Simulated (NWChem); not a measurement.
**Basis-set convergence for SSn**

```xyz
2

Sn     0.0000     0.0000     0.5388
S      0.0000     0.0000    -1.6838
```
Charge 0, spin multiplicity 1.

The numbers come from NWChem runs, not from measurements. All single points use one geometry, from PBE0/def2-SVP with def2 effective core potentials on Sn, a minimum by its harmonic frequencies.

Quantity: dipole moment at the level B3LYP.

Effective core potentials replace the inner electrons of Sn; spin-orbit coupling is left out. B3LYP has NWChem's definition, with VWN1-RPA local correlation. The structure started from a generated list of species.

| basis | functions | dipole moment (D) |
|---|---|---|
| def2-SVP | 44 | 2.94 |
| def2-SVPD | 59 | 3.52 |
| def2-TZVP | 87 | 3.42 |
| def2-TZVPP | 92 | 3.42 |
| def2-TZVPD | 102 | 3.47 |
| def2-QZVP | 152 | 3.45 |

Smallest basis within 0.1 D of def2-QZVP, the largest set run: def2-SVPD, with 59 functions against 152 (also within reach: def2-TZVP, def2-TZVPP, def2-TZVPD). def2-QZVP isn't the basis-set limit itself, and a small set can land close by cancellation.
